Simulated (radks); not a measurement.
Method: Dirac Kohn-Sham, PBE, spin-unpolarised, spherical densities, finite nucleus; open shells fill j = l - 1/2 first; Fermi nuclear charge, rms radius of each element as measured or else 0.836 A^(1/3) + 0.57 fm; computed with a radial shooting solver on a logarithmic mesh with Libxc functionals. Each species is in its NIST ground configuration. Rank Mg3+, P3+, S3+, Al3+, Ar3+, Si3+, Cl3+ by radius at which the density is 0.001 e/bohr^3 (bohr), largest first.

Answer. S3+ 3.10, P3+ 3.08, Cl3+ 3.05, Si3+ 3.03, Ar3+ 2.98, Mg3+ 2.04, Al3+ 1.98.
